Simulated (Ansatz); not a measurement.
The same path of CH₆AlO₂ (10 atoms, charge 1, multiplicity 1) was run 3 times with different band settings. The coordinate that changes most is the dihedral H6–C1–Al2–O3.

Theory: Ansatz, RHF/STO-3G.

Relaxed end points:

```xyz
10
Properties=species:S:1:pos:R:3
C -0.987 0.211 -1.207
Al 0.167 -0.418 0.125
O 0.942 -1.679 0.829
O 0.785 0.878 1.191
H -0.450 0.767 -1.965
H -1.747 0.867 -0.800
H -1.497 -0.604 -1.704
H 0.790 -2.564 0.442
H 0.594 1.837 1.157
H 1.401 0.705 1.931
```

```xyz
10
Properties=species:S:1:pos:R:3
C -0.707 0.394 -1.350
Al 0.368 -0.283 0.024
O 1.645 -1.204 0.478
O -0.126 0.272 1.651
H -0.606 -0.193 -2.254
H -0.435 1.413 -1.596
H -1.755 0.393 -1.078
H 2.140 -1.658 -0.233
H -0.866 0.863 1.894
H 0.344 0.003 2.466
```

Common settings: movable images 5; spring 5.0 eV/Å²; start path IDPP; iteration limit 60; end points relaxed.

| run | climbing image | optimiser | force threshold |
| --- | --- | --- | --- |
| 1 | yes | quadratic models (default) | 0.05 eV/Å |
| 2 | from the first iteration | fire | 0.05 eV/Å |
| 3 | yes | quadratic models (default) | 0.5 eV/Å |

**Question.** What does each run give, and how far can it be trusted?

**Answer.** Run 1: converged after 4 iterations, highest image 0.004 eV above the first end. The top lies less than 8 meV above the higher end, about what the thresholds resolve: the motion is nearly free. A vibrational analysis at the climbing image gives one clearly imaginary mode, 55i cm⁻¹: a first-order saddle point.
Run 2: converged after 20 iterations, highest image 0.005 eV above the first end. The top lies less than 8 meV above the higher end, about what the thresholds resolve: the motion is nearly free. Another band between the same ends (5 images) ends at a top of the same energy, where a vibrational analysis finds 1 clearly imaginary mode.
Run 3: converged after 1 iterations, highest image 0.026 eV above the first end. The threshold of 0.5 eV/Å is loose, so the images may lie well off the minimum-energy path. The order of the point at the top wasn't checked. Another band between the same ends, with other settings, climbed to 0.004 eV only, so this figure is probably too high.
Limits of this set-up: minimal basis.
